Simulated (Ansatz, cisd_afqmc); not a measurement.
System: I, charge 1, triplet.

Total energies in def2-TZVPPD, 6 correlated electrons, 9 frozen orbitals. Open shells are spin-unrestricted; no spin-orbit coupling. Correlated methods leave the cores frozen (noble-gas shells, and filled d and f shells in the p block). Past Kr the def2 sets carry scalar-relativistic core potentials. The Monte Carlo rows (phaseless AFQMC, CISD trial, step 0.005/hartree) carry one-sigma bars that omit the constraint's bias. Outlying blocks are dropped, and bars are widened where a walk drifts. Over all cases where full CI ran beside it in this data, AFQMC minus full CI had a median of +0.1 mEh and passed +0.4 mEh in a tenth of the cases. Spin-orbit terms, left out, reach several kcal/mol for Br and I, and more for heavier atoms.

| method | program | energy (Eh) | minus CCSDTQ (mEh) |
|---|---|---|---|
| HF | Ansatz | -296.30773 | 109.11 |
| MP2 | Ansatz | -296.39570 | 21.14 |
| CCSD | Ansatz | -296.41340 | 3.44 |
| CCSD(T) | Ansatz | -296.41625 | 0.59 |
| CCSDT(Q) | Ansatz | -296.41683 | 0.01 |
| CCSDTQ | Ansatz | -296.41684 | 0.00 |
| AFQMC/CISD | cisd_afqmc | -296.4166 ± 0.0001 | 0.2 ± 0.1 |

Ansatz is a first-principles code.
